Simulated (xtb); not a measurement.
C₉H₉N₃, SMILES Cn1cccc1-c1ncccn1. All values are semi-empirical tight-binding results from xtb (GFN2-xTB unless named), good for trends rather than for accurate numbers. The structure is a stationary point at GFN2-xTB. This is a generated structure with no PubChem entry under its InChIKey; it may be hypothetical. One conformer was computed; it need not be the lowest.

Computed properties:
| Item | Value |
|---|---|
| point group as xtb finds it | Cs |
| orbital gap | 2.68 eV |
| dipole moment | 2.31 D |
| zero-point energy | 102.1 kcal/mol |
| G − E(el) at 298.15 K (modified RRHO) | 79.7 kcal/mol |
| static polarisability (D4 model) | 119.7 bohr³ |
| solvation energy, GFN2-xTB/ALPB(water) | -4.8 kcal/mol |
| solvation energy, GFN2-xTB/ALPB(acetonitrile) | -9.1 kcal/mol |

Computed IR lines (harmonic; lines under 4 % of the strongest left out, lines within 3 cm⁻¹ merged):
ν (cm⁻¹): 752 (w), 773 (w), 784 (w), 1094 (w), 1122 (w), 1357 (m), 1392 (w), 1402 (w), 1414 (w), 1454 (s), 1471 (m), 1489 (m), 1526 (m), 1547 (vs), 1578 (s), 3016 (w), 3022 (w), 3031 (m), 3037 (w), 3107 (m), 3148 (w), 3169 (w) (against the strongest line: vs over 80 %, s over 45 %, m over 15 %, w over 4 %, vw less)
